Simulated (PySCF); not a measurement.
These are ωB97X-D3(BJ)/def2-TZVP // PBE0-D3(BJ)/def2-TZVP (PySCF 2.14.0) values and carry that method's errors. Gas-phase values, no solvent. 

Reference species (SMILES): `[AlH][I]` (neutral, multiplicity 2).

The dipole moment is 1.44 D.

Changed species: `[I][Al][I]` (radical fragment; the reference has radical fragment).

Task: Predict the effect on the dipole moment.

Result: the dipole moment falls by 0.30 D, to 1.14 D.
